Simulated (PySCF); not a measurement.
SMILES c1(c(C)cccc1)C (C8H10), singlet, GFN2-xTB optimised geometry.

```
18

C     -1.46    -2.02     0.00
C     -0.70    -0.73     0.00
C     -1.38     0.48     0.00
C     -0.69     1.68     0.00
C      0.69     1.68     0.00
C      1.38     0.48     0.00
C      0.70    -0.73     0.00
C      1.46    -2.02     0.00
H     -1.21    -2.62     0.88
H     -1.21    -2.61    -0.88
H     -2.53    -1.84     0.00
H     -2.46     0.48     0.00
H     -1.24     2.62     0.00
H      1.24     2.62     0.00
H      2.46     0.48     0.00
H      1.21    -2.62    -0.88
H      1.21    -2.61     0.88
H      2.53    -1.84     0.00
```

Density from CAM-B3LYP/def2-SVP run with PySCF at that geometry.

Minimum of the electron density along straight lines between bonded atoms, close to the bond critical point (lines longer than 1.1 times the sum of covalent radii, or with two minima, are not listed):

```
bond    length / Å  ρ at the minimum / e bohr⁻³  ∇²ρ there / e bohr⁻⁵  position (fraction from the first atom)
------  ----------  ---------------------------  --------------------  ---------------------------------------
C1–C2        1.499                        0.258                 -0.62                                     0.50
C2–C3        1.388                        0.313                 -0.81                                     0.50
C3–C4        1.384                        0.315                 -0.82                                     0.50
C4–C5        1.383                        0.315                 -0.82                                     0.50
C5–C6        1.384                        0.315                 -0.82                                     0.50
C2–C7        1.398                        0.309                 -0.78                                     0.50
C6–C7        1.388                        0.313                 -0.81                                     0.50
C7–C8        1.499                        0.258                 -0.62                                     0.50
C1–H9        1.090                        0.275                 -1.01                                     0.63
C1–H10       1.090                        0.275                 -1.01                                     0.63
C1–H11       1.087                        0.278                 -1.03                                     0.63
C3–H12       1.081                        0.283                 -1.08                                     0.63
C4–H13       1.080                        0.283                 -1.08                                     0.63
C5–H14       1.080                        0.283                 -1.08                                     0.63
C6–H15       1.081                        0.283                 -1.08                                     0.63
C8–H16       1.090                        0.275                 -1.01                                     0.63
C8–H17       1.090                        0.275                 -1.01                                     0.63
C8–H18       1.087                        0.278                 -1.03                                     0.63
```
